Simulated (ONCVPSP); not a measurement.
**PBE ONCV dataset for carbon (C), scalar-relativistic all-electron reference.**

C (Z = 6), optimised norm-conserving Vanderbilt (ONCV), made with ONCVPSP 4.0.1 (PBE, scalar-relativistic). Core [He], reference 2s2 2p1.75 (charge +0.25). Waves: 2s: rc 1.20 bohr, ncon 3, nbas 6, qcut 4.3 1/bohr, 2 projectors, debl 3.5 Ha; 2p: rc 2.05 bohr, ncon 4, nbas 8, qcut 5.6 1/bohr, 2 projectors, debl 4 Ha; d scattering state at 0.1 Ha: rc 1.60 bohr, ncon 3, nbas 8, qcut 6.4 1/bohr, 2 projectors, debl 3.3 Ha. Local part: polynomial inside 1.20 bohr (lpopt 5, dvloc0 0 Ha). Core correction: Teter function fitted to the true core (icmod 2), fcfact 0.55.

All-electron outer shells of the reference configuration (PBE, scalar-relativistic, ld1.x):

```csv
shell,level (eV),outermost node (bohr),outermost maximum (bohr)
1s,-276.61,–,0.17
2s,-16.46,0.38,1.20
2p,-7.89,–,1.19
```

Estimate the cutoffs (Ha) at which the residual kinetic energy of the hardest occupied pseudo-wave falls to 1 and 0.1 mHa per electron.

48 Ha and 79 Ha.

What does a ghost test show?

No bound ghost flagged; no localised positive-energy state flagged.

Which valence shell sets the plane-wave cutoff?

2s: 48 Ha for 1 mHa per electron, against 12 Ha for 2p.

Tests: 2s2 2p2; 2s2 2p1; 2s2 2p0; 2s1 2p3. Which has the largest error in its energy relative to the reference configuration, and how large is it?

2s2 2p0, with +386 meV (all-electron minus pseudo) on +33.38 eV.
